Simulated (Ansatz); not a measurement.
Input file for `NC[O][InH2]`:

```yaml
crystal:
  periodic: [false, false, false]
  atoms:
    - {symbol: N, position_ang: [-1.779649, -0.734670, 0.031409]}
    - {symbol: C, position_ang: [-0.353193, -0.839261, 0.114994]}
    - {symbol: O, position_ang: [0.333655, 0.067342, -0.711618]}
    - {symbol: In, position_ang: [1.761740, 1.298867, -0.075908]}
    - {symbol: H, position_ang: [-2.079440, -0.861418, -0.927831]}
    - {symbol: H, position_ang: [-2.085389, 0.186565, 0.321351]}
    - {symbol: H, position_ang: [-0.079506, -1.859208, -0.184093]}
    - {symbol: H, position_ang: [-0.071922, -0.718227, 1.171882]}
    - {symbol: H, position_ang: [2.011179, 1.199890, 1.616245]}
    - {symbol: H, position_ang: [2.425624, 2.209119, -1.353432]}
basis:
  gaussian: {orbitals: def2-TZVPP}
correlation: {method: ccsd_t}
```

```sh
$ ansatz run in.yaml --threads 4 --pin off --events-out ev --progress --plain --max-ram 10444MiB
```

Output of Ansatz, abridged:

```
Functional definition: HF
1534 factors; integrals over basis functions are off by at most 9.7e-4 eV
mean field evaluation 1: about -9789.5266 eV, gradient 4.6e1 eV
mean field evaluation 2: about -9789.6837 eV, gradient 4.7e1 eV
mean field evaluation 4: about -9794.2084 eV, gradient 4.8e0 eV
mean field evaluation 8: about -9794.2826 eV, gradient 3.5e-1 eV
mean field -9794.28299868 eV, -359.9332613981 hartree, gradient 1.4e-6 eV, S^2 0.000000; 0 other end points of the search recorded, 0 dependent functions left out
7 core orbitals not correlated: weight in the atoms' cores, before any rotation towards them, 1.000 or more for the frozen orbitals, at most 0.000 for the correlated occupied ones
reference -9794.28299868 eV, -359.9332613981 hartree; 17, 17 occupied and 203, 203 virtual orbitals, 1534 factors
second order -25.11346842 eV of doubles, -0.00000000 eV of singles
cycle   1  -24.90012861 eV  change    2.1e-1 eV  update   1.3e-1
cycle   2  -25.52594011 eV  change   -6.3e-1 eV  update   4.1e-2
cycle   3  -25.69544168 eV  change   -1.7e-1 eV  update   2.7e-2
cycle   4  -25.68953086 eV  change    5.9e-3 eV  update   8.7e-3
cycle   5  -25.68255409 eV  change    7.0e-3 eV  update   5.0e-3
cycle   6  -25.68389272 eV  change   -1.3e-3 eV  update   2.0e-3
cycle   7  -25.68405394 eV  change   -1.6e-4 eV  update   8.9e-4
cycle   8  -25.68386092 eV  change    1.9e-4 eV  update   3.1e-4
cycle   9  -25.68392875 eV  change   -6.8e-5 eV  update   1.2e-4
cycle  10  -25.68404105 eV  change   -1.1e-4 eV  update   5.2e-5
cycle  11  -25.68397472 eV  change    6.6e-5 eV  update   2.1e-5
cycle  12  -25.68398438 eV  change   -9.7e-6 eV  update   9.7e-6
perturbative correction -0.92033600 eV, -0.0338217243 hartree
Total energy: -9820.88731907 eV, -360.9109521393 hartree
```

It took 2.6 min on 4 threads of an Arm Neoverse V1 on a shared host, with 4.3 GiB of host memory at the peak.

The correlation energy is -26.604 eV, 3.5 % of it from (T); the T1 diagnostic reads 0.0164.
